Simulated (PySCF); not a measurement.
ClFH2Se2Si, SMILES [SeH][Si](F)(Cl)[SeH].

The structure is a stationary point at ωB97X-D3(BJ)/def2-SVP. Other conformers were not sampled.

Two levels are set side by side: PBE/def2-TZVP (PySCF) and r2SCAN/def2-TZVP (PySCF). Same geometry, gas phase. Differences are taken from unrounded values.

```json
[
 {"quantity": "orbital gap (eV)", "r2SCAN": "5.13", "PBE": "4.62", "PBE minus r2SCAN": "-0.51"},
 {"quantity": "highest occupied level (eV)", "r2SCAN": "-6.66", "PBE": "-6.36", "PBE minus r2SCAN": "0.30"},
 {"quantity": "lowest empty level (eV)", "r2SCAN": "-1.53", "PBE": "-1.74", "PBE minus r2SCAN": "-0.21"},
 {"quantity": "dipole moment (D)", "r2SCAN": "1.86", "PBE": "1.81", "PBE minus r2SCAN": "-0.05"},
 {"quantity": "mean polarisability (bohr³)", "r2SCAN": "86.3", "PBE": "89.1", "PBE minus r2SCAN": "2.8"}
]
```

Rough cost on one machine, each run with all the roots and properties that it gave: r2SCAN against PBE about 3 times.
